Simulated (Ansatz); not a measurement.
Reaction (ligand exchange at the Si–C bond): `[OH][SbH][CH2][SiH3]` + `OCS` → `OCS[SiH3]` + `[CH3][SbH][OH]`

Program: Ansatz. Geometries: PBE0-D4/def2-TZVP. ΔE: electronic, gas phase. CBS: MP2 limit from def2 TZ/QZ plus the TZ coupled-cluster correction, frozen cores. Functionals use def2-TZVPP. def2 core potentials past Kr. For Sb outer-core shells are correlated without core-valence functions, which leaves a few kJ/mol of doubt a bond. One conformer a species, not always the lowest.

Is it downhill or uphill in electronic energy at CCSD(T)/CBS, and by how much? (An estimate is asked.)

Computed: Downhill: ΔE = -0.57 eV.

What do these levels give: r2SCAN0-D4, RPA@PBE/def2-TZVPP, HF/def2-SVP, MP2/def2-TZVPP, MP2/def2-QZVPP, HF/CBS(def2)? (An estimate is asked.)

Computed: r2SCAN0-D4 -0.62, RPA@PBE/def2-TZVPP -0.50, HF/def2-SVP -0.51, MP2/def2-TZVPP -0.55, MP2/def2-QZVPP -0.57, HF/CBS(def2) -0.59 eV.

What do rigid-rotor, harmonic-oscillator terms from PBE0-D4/def2-TZVP frequencies (298.15 K, 1 bar) make of the CCSD(T)/CBS value? (Estimate.)

The calculation gave: ΔZPE = +0.06 eV, ΔH = -0.50 eV, ΔS = 9 J/(mol·K), ΔG = -0.53 eV.

Largest T1 diagnostic among the species: 0.014.

The D4 term adds +0.03 eV with B3LYP and +0.02 eV with PBE0; it sums over pairs of atoms, weighted by their polarisabilities, and B3LYP, whose exchange is more repulsive, gets the larger term. At CCSD(T), def2-SVP lies +0.10 eV from the extrapolated value and def2-TZVPP +0.03 eV. In def2-TZVPP, CCSD(T) changes the Hartree–Fock value by +0.06 eV (the triples alone add −0.01 eV) and MP2 by +0.04 eV.

B3LYP here is the variant with VWN-RPA as its local correlation; programs differ in this.
